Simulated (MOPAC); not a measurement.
Input for MOPAC: AM1 on GeH6Sn (SMILES [GeH3][SnH3]), a point of a bond scan (R = 2.312 Å).

```
AM1 1SCF PRECISE CHARGE=0 THREADS=1
GeH6Sn

Sn    -1.03220220 1     0.10221032 1    -0.01717195 1
Ge     1.56838433 1    -0.15530393 1     0.02609199 1
H     -1.96283399 1    -1.31307514 1    -1.59048069 1
H     -1.47139982 1     1.70969191 1    -0.41159384 1
H     -1.70033755 1    -0.27900058 1     1.51277370 1
H      1.96141691 1    -1.60073738 1     0.38076761 1
H      2.18638787 1     0.78768971 1     1.07412914 1
H      2.16730311 1     0.18771557 1    -1.34983721 1
```

Output:

```
*******************************************************************************
 **                                                                           **
 **                              MOPAC v23.2.5                                **
 **                                                                           **
 *******************************************************************************
 ** MOPAC's Digital Object Identifier: https://doi.org/10.5281/zenodo.6511958 **
 **                                                                           **
 ** Please cite the open-source release paper for use of this MOPAC version:  **
 ** J. E. Moussa and J. J. P. Stewart (2026)                                  **
 ** MOPAC: An open-source semiempirical molecular orbital program             **
 ** J. Open Source Softw., 11(119), 8025, https://doi.org/10.21105/joss.08025 **
 *******************************************************************************

                              AM1 CALCULATION RESULTS

 *******************************************************************************
 *  AM1        - The AM1 Hamiltonian to be used
 *
 *
 *
 *                 CHARGE ON SYSTEM = 0
 *
 *
 *
 *  PRECISE    - TIGHTER CRITERIA TO BE USED
 *  1SCF       - DO 1 SCF AND THEN STOP
 *  THREADS=1  - MULTI-THREADING NOT USED
 *  T=         - A TIME OF 172800.0 SECONDS REQUESTED
 *  DUMP=N     - RESTART FILE WRITTEN EVERY 7200.0 SECONDS REQUESTED
 *******************************************************************************
AM1 1SCF PRECISE CHARGE=0 THREADS=1
 GeH6Sn

   ATOM   CHEMICAL          X               Y               Z
  NUMBER   SYMBOL      (ANGSTROMS)     (ANGSTROMS)     (ANGSTROMS)

     1      Sn         -1.03220220  *   0.10221032  *  -0.01717195  *
     2      Ge          1.56838433  *  -0.15530393  *   0.02609199  *
     3       H         -1.96283399  *  -1.31307514  *  -1.59048069  *
     4       H         -1.47139982  *   1.70969191  *  -0.41159384  *
     5       H         -1.70033755  *  -0.27900058  *   1.51277370  *
     6       H          1.96141691  *  -1.60073738  *   0.38076761  *
     7       H          2.18638787  *   0.78768971  *   1.07412914  *
     8       H          2.16730311  *   0.18771557  *  -1.34983721  *



          CARTESIAN COORDINATES

    NO.       ATOM           X           Y           Z

     1        Sn         -1.0322      0.1022     -0.0172
     2        Ge          1.5684     -0.1553      0.0261
     3         H         -1.9628     -1.3131     -1.5905
     4         H         -1.4714      1.7097     -0.4116
     5         H         -1.7003     -0.2790      1.5128
     6         H          1.9614     -1.6007      0.3808
     7         H          2.1864      0.7877      1.0741
     8         H          2.1673      0.1877     -1.3498

  H: (AM1): M.J.S. DEWAR ET AL, J. AM. CHEM. SOC. 107 3902-3909 (1985)
 Ge: (AM1): M.J.S.Dewar and C.Jie, Organometallics, 8, 1544, (1989)
 Sn: (AM1): J. J. P. STEWART, J. MOL. MOD., 10, 155-164 (2004)

           Empirical Formula: H6 Sn Ge  =     8 atoms



      MOLECULAR POINT GROUP   :   Cs


      RHF CALCULATION, NO. OF DOUBLY OCCUPIED LEVELS = 7


 -------------------------------------------------------------------------------
 AM1 1SCF PRECISE CHARGE=0 THREADS=1
 GeH6Sn



     1SCF WAS SPECIFIED, SO BFGS WAS NOT USED
     SCF FIELD WAS ACHIEVED


                              AM1 CALCULATION
                                                       MOPAC v23.2.5 Linux




          FINAL HEAT OF FORMATION =         75.50432 KCAL/MOL =     315.91010 KJ/MOL


          COSMO AREA              =        128.30 SQUARE ANGSTROMS
          COSMO VOLUME            =        120.85 CUBIC ANGSTROMS

          IONIZATION POTENTIAL    =          9.253318 EV
          HOMO LUMO ENERGIES (EV) =         -9.253 -1.318
          NO. OF FILLED LEVELS    =          7
          MOLECULAR WEIGHT        =        197.3274         POINT GROUP:  Cs

          MOLECULAR DIMENSIONS (Angstroms)

            Atom       Atom       Distance
            H     7    H     3     5.35998
            H     6    H     4     4.50501
            H     5    H     8     4.27605


          SCF CALCULATIONS        =          1





   ATOM   CHEMICAL          X               Y               Z
  NUMBER   SYMBOL      (ANGSTROMS)     (ANGSTROMS)     (ANGSTROMS)

     1      Sn         -1.03220220  *   0.10221032  *  -0.01717195  *
     2      Ge          1.56838433  *  -0.15530393  *   0.02609199  *
     3       H         -1.96283399  *  -1.31307514  *  -1.59048069  *
     4       H         -1.47139982  *   1.70969191  *  -0.41159384  *
     5       H         -1.70033755  *  -0.27900058  *   1.51277370  *
     6       H          1.96141691  *  -1.60073738  *   0.38076761  *
     7       H          2.18638787  *   0.78768971  *   1.07412914  *
     8       H          2.16730311  *   0.18771557  *  -1.34983721  *

                             CARTESIAN COORDINATES

   1   Sn       -1.032202200     0.102210320    -0.017171950
   2   Ge        1.568384330    -0.155303930     0.026091990
   3    H       -1.962833990    -1.313075140    -1.590480690
   4    H       -1.471399820     1.709691910    -0.411593840
   5    H       -1.700337550    -0.279000580     1.512773700
   6    H        1.961416910    -1.600737380     0.380767610
   7    H        2.186387870     0.787689710     1.074129140
   8    H        2.167303110     0.187715570    -1.349837210


           Empirical Formula: H6 Sn Ge  =     8 atoms



      MOLECULAR POINT GROUP   :   Cs


                  EIGENVALUES
 -17.07557 -13.32849 -11.33229 -11.25539 -10.61255  -9.74850  -9.25332  -1.31836
   1.39806   1.41275   2.62778   3.74310   4.13767   4.21163


              NET ATOMIC CHARGES AND DIPOLE CONTRIBUTIONS

  ATOM NO.   TYPE          CHARGE      No. of ELECS.   s-Pop       p-Pop
    1         Sn           1.553429        2.4466     1.33200     1.11457
    2         Ge          -1.271788        5.2718     0.99544     4.27635
    3          H          -0.218697        1.2187     1.21870
    4          H          -0.336574        1.3366     1.33657
    5          H          -0.336574        1.3366     1.33657
    6          H           0.204711        0.7953     0.79529
    7          H           0.200782        0.7992     0.79922
    8          H           0.204711        0.7953     0.79529
 DIPOLE           X         Y         Z       TOTAL
 POINT-CHG.    -3.925     0.148    -0.314     3.940
 HYBRID         2.114     0.256     0.516     2.191
 SUM           -1.811     0.404     0.202     1.866


          ATOMIC ORBITAL ELECTRON POPULATIONS

     Atom    s        px        py        pz
    1 Sn   1.33200   0.24943   0.43243   0.43271
    2 Ge   0.99544   1.69147   1.29457   1.29031
    3  H   1.21870
    4  H   1.33657
    5  H   1.33657
    6  H   0.79529
    7  H   0.79922
    8  H   0.79529

 **********************
 *                    *
 * JOB ENDED NORMALLY *
 *                    *
 **********************




 == MOPAC DONE ==
```

The run finished.

Cost: very roughly 0.03 core-seconds.
